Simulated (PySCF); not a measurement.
C2H9NSi2, SMILES [SiH3]N1C[SiH2]C1.

The structure is a stationary point at PBE-D3(BJ)/def2-SVP. This is a generated structure with no PubChem entry under its InChIKey; it may be hypothetical.

The numbers are results of PBE-D3(BJ)/def2-SVP (PySCF 2.14.0), not measurements.

Frequencies are harmonic and unscaled.

Computed harmonic wavenumbers and intensities:
```tsv
mode	ν (cm⁻¹)	IR (km/mol)	moving atoms (share of kinetic energy)
1	60	0.1	H 34 %, Si 26 %, C 25 %, N 15 %
2	115	0.5	H 91 %
3	150	6.5	N 51 %, H 36 %, C 11 %
4	200	0.2	H 33 %, C 27 %, N 23 %, Si 17 %
5	360	1.3	Si 63 %, H 27 %
6	470	9.1	H 75 %, Si 24 %
7	520	0.3	H 97 %
8	620	23.0	C 44 %, Si 32 %, H 20 %
9	625	4.6	H 50 %, C 40 %, Si 10 %
10	656	61.9	H 83 %, Si 10 %
11	683	31.5	H 75 %, Si 12 %, C 12 %
12	753	73.5	H 69 %, Si 20 %, C 11 %
13	780	7.4	C 51 %, H 31 %, Si 10 %, N 8 %
14	814	24.7	H 79 %, C 16 %
15	837	20.0	H 59 %, C 33 %
16	871	91.8	H 94 %
17	915	237.8	H 93 %
18	931	45.2	H 97 %
19	937	183.7	H 90 %, Si 10 %
20	1057	95.2	N 41 %, H 39 %, C 16 %
21	1068	48.7	C 47 %, N 31 %, H 22 %
22	1110	10.9	H 89 %
23	1145	26.0	H 72 %, N 20 %
24	1165	11.9	H 56 %, N 25 %, C 18 %
25	1179	12.4	H 51 %, C 30 %, N 18 %
26	1401	0.3	H 93 %
27	1424	15.4	H 91 %, C 8 %
28	2096	183.0	H 97 %
29	2150	201.0	H 98 %
30	2157	38.6	H 98 %
31	2167	110.9	H 96 %
32	2171	113.8	H 96 %
33	2898	68.1	H 94 %
34	2905	53.6	H 94 %
35	3001	17.6	H 91 %, C 9 %
36	3001	16.8	H 91 %, C 9 %
```
